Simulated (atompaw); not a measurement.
How hard is this F PAW (atompaw) potential?

F (Z = 9), PAW, made with atompaw 4.2.0.5 (PBEsol, scalar-relativistic). Core [He], reference 2s2 2p5. Waves: 2s (bound): rc 1.25 bohr; 2s channel at -0.2 Ry: rc 1.25 bohr; 2p (bound): rc 1.25 bohr; 2p channel at 3.95 Ry: rc 1.25 bohr; 3d channel at -0.05 Ry: rc 1.25 bohr; 3d channel at 1.25 Ry: rc 1.25 bohr. Local part: troulliermartins scheme with l = 3 at 0 Ry, radius 1.25 bohr. Core correction: smooth core density matched at 1.05 bohr. Augmentation charge: sinc compensation charge, radius 0.95 bohr; PAW radius 1.25 bohr; waves and projectors: custom polynom2 7 10 vanderbiltortho.

The pseudo-atom Hamiltonian at the reference potential is diagonalised in spherical Bessel functions j_l(qr) that vanish at 20 bohr, with q² up to the cutoff. All-electron valence levels (Ry): 2s -2.1844, 2p -0.8123.

Question: How do the lowest levels (Ry) of each channel move with the cutoff, and are there ghosts?

Answer:

```tsv
cutoff (Ry)	s #1	s #2	p #1	p #2	d #1	d #2	f #1	Σ f·Δε (mRy)
8	-2.0273	-0.0027	-0.0619	0.0528	0.0804	0.1930	0.1210	4065.4
18	-2.1820	-0.0057	-0.7553	0.0427	0.0804	0.1930	0.1210	288.9
35	-2.1841	-0.0058	-0.8078	0.0425	0.0804	0.1930	0.1210	22.1
55	-2.1843	-0.0058	-0.8094	0.0425	0.0804	0.1930	0.1210	13.8
90	-2.1843	-0.0058	-0.8101	0.0425	0.0804	0.1930	0.1210	10.2
140	-2.1843	-0.0058	-0.8104	0.0425	0.0804	0.1930	0.1210	8.6
230	-2.1844	-0.0058	-0.8116	0.0425	0.0804	0.1930	0.1210	2.8
400	-2.1844	-0.0058	-0.8121	0.0425	0.0804	0.1930	0.1210	0.0
```

Result: no extra level below or beside the all-electron valence levels (s, p, d, f tested); 10 mRy is reached at 110 Ry and 1 mRy at 300 Ry.
